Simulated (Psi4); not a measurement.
Input for Psi4:
```
memory 2 GB

molecule {
-1 2
C    -1.88086609   -0.24439940    0.19810488
Si   -0.03103582    0.22941078    0.24173562
Cl    0.94280005   -0.93243123   -1.17927851
Cl   -0.31054700    2.07327251   -1.15476151
Cl    0.45531735   -1.18432133    2.03091734
H    -2.02275001   -1.28867211    0.46708769
H    -2.44430575    0.35993545    0.90406427
H    -2.30194304   -0.07745725   -0.79099435
}

set {
  basis sto-3g
  reference uhf
}

energy('ccsd(t)')
print_variables()
```

Problem. Give the coupled-cluster correlation energy (without the perturbative part) at the level CCSD(T)/STO-3G (Psi4 1.11).

Solution. -0.1163 Eh

Problem. What is the computed MP2 correlation energy (CCSD(T)/STO-3G)?

Solution. -0.0895 Eh

Problem. What nuclear repulsion energy does CCSD(T)/STO-3G give?

Solution. 412.1299 Eh

A gas-phase anion may not be bound at this level; its values then depend on the basis.

These values belong to the state on which the SCF converged, which isn't shown to be the lowest.
